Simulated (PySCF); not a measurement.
Harmonic spectrum computed at B3LYP in the def2-SVP basis family (core potentials from Rb on, PySCF, no spin–orbit coupling):

```tsv
symmetry	ω (cm⁻¹)	IR (km/mol, summed over degenerate members)
a2''	60	41.6
e'	176	25.8
a1'	684	0.0
e'	804	456
```

Question: Which molecule gave it? In each, all ligands are bound to the one heavy central atom.
A. MoF₃ (quartet)
B. NbF₃ (triplet)
C. AgF₃ (singlet)
D. TiF₃ (doublet)
E. MnF₃ (quintet)

Answer: D. It has D3h symmetry with Ti–F 1.761 Å (×3).
